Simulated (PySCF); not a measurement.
# Single point on GaS⁺

State: ³Σ⁻ (triplet), unpaired electrons π ↑↑.

An equivalent input (the run itself took its basis sets from the Basis Set Exchange, started from a PBE0 density and held the occupation σ 12α 12β, πx 5α 4β, πy 5α 4β, δx 1α 1β, δy 1α 1β):

```python
from pyscf import gto, scf, cc
mol = gto.M(atom='Ga 0 0 0; S 0 0 2.947', basis={'Ga': 'pcseg-1', 'S': 'pcseg-1'},
            charge=1, spin=2, verbose=4, symmetry='C2v')
mf = scf.UHF(mol)
mf.irrep_nelec = {'A1': (13, 13), 'A2': (1, 1), 'B1': (5, 4), 'B2': (5, 4)}
mf.conv_tol = 1e-9
mf.max_cycle = 60
mf.diis_space = 10
mf.kernel()
mycc = cc.CCSD(mf, frozen=[[0, 1, 2, 3, 4, 5, 6, 7, 8, 9, 10, 11, 12, 13], [0, 1, 2, 3, 4, 5, 6, 7, 8, 9, 10, 11, 12, 13]])
mycc.run(conv_tol=1e-7, conv_tol_normt=1e-5, max_cycle=80, diis_space=8)
et = mycc.ccsd_t()
```

The SCF ended at -2320.23414604 hartree. The coupled-cluster part of the log:

```
******** <class 'pyscf.cc.uccsd.UCCSD'> ********
CC2 = 0
CCSD nocc = (10, 8), nmo = (31, 31)
frozen orbitals [[0, 1, 2, 3, 4, 5, 6, 7, 8, 9, 10, 11, 12, 13], [0, 1, 2, 3, 4, 5, 6, 7, 8, 9, 10, 11, 12, 13]]
max_cycle = 80
direct = 0
conv_tol = 1e-07
conv_tol_normt = 1e-05
diis_space = 8
diis_start_cycle = 0
diis_start_energy_diff = 1e+09
Init t2, MP2 energy = -0.120448890926548
Init E_corr(UCCSD) = -0.120448890933628
cycle = 1  E_corr(UCCSD) = -0.143355478839777  dE = -0.0229065879  norm(t1,t2) = 0.0695196
cycle = 2  E_corr(UCCSD) = -0.14988983400498  dE = -0.00653435517  norm(t1,t2) = 0.0267206
cycle = 3  E_corr(UCCSD) = -0.1534184662165  dE = -0.00352863221  norm(t1,t2) = 0.0121024
cycle = 4  E_corr(UCCSD) = -0.153519176621122  dE = -0.000100710405  norm(t1,t2) = 0.00256441
cycle = 5  E_corr(UCCSD) = -0.153444871743882  dE = 7.43048772e-05  norm(t1,t2) = 0.00150877
cycle = 6  E_corr(UCCSD) = -0.153459049682682  dE = -1.41779388e-05  norm(t1,t2) = 0.000692116
cycle = 7  E_corr(UCCSD) = -0.153468985241771  dE = -9.93555909e-06  norm(t1,t2) = 0.000282905
cycle = 8  E_corr(UCCSD) = -0.153467428682061  dE = 1.55655971e-06  norm(t1,t2) = 0.000117075
cycle = 9  E_corr(UCCSD) = -0.153468497608921  dE = -1.06892686e-06  norm(t1,t2) = 3.91253e-05
cycle = 10  E_corr(UCCSD) = -0.153468422317739  dE = 7.52911814e-08  norm(t1,t2) = 1.71608e-05
cycle = 11  E_corr(UCCSD) = -0.153468382522511  dE = 3.97952281e-08  norm(t1,t2) = 7.47333e-06
UCCSD converged
E(UCCSD) = -2320.387614425135  E_corr = -0.1534683825225112
UCCSD(T) correction = -0.00317450913376024
```

T1 diagnostic 0.008, D1 0.030, 18 electrons correlated.

Repeating this along the bond gives Re = 3.024 Å and ωe = 125 cm⁻¹.

A point of this curve took 2.1 CPU seconds beside 0.2 for the integrals, on Arm Neoverse V1 (shared host).

Correlated steps freeze 14 core orbitals. Spin–orbit coupling is left out. The state was picked by a PBE0 search and need not be the measured ground state.
